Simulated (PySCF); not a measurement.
C3H7O, SMILES CC(C)[O], multiplicity 2.

The structure is a stationary point at TPSSh-D3(BJ)/def2-SVP. The isomer is the one that the SMILES or the coordinates give; other isomers of the formula were not compared.

Two levels are set side by side: PBE/def2-TZVP (PySCF) and r2SCAN/def2-TZVP (PySCF). Same geometry, gas phase. Differences are taken from unrounded values.

| quantity | r2SCAN |
|---|---|
| α-spin orbital gap (eV) | 7.75 |
| β-spin orbital gap (eV) | 1.78 |
| dipole moment (D) | 2.08 |
| mean polarisability (bohr³) | 44.3 |

Question: What does PBE give, and how far is it from r2SCAN? (Estimate from the structure and the level; the computed values follow.)

Answer: 
| quantity | PBE | PBE minus r2SCAN |
|---|---|---|
| α-spin orbital gap (eV) | 6.48 | -1.27 |
| β-spin orbital gap (eV) | 0.71 | -1.07 |
| dipole moment (D) | 2.16 | 0.08 |
| mean polarisability (bohr³) | 46.0 | 1.7 |

Rough cost on one machine, each run with all the roots and properties that it gave: r2SCAN against PBE about 3 times.
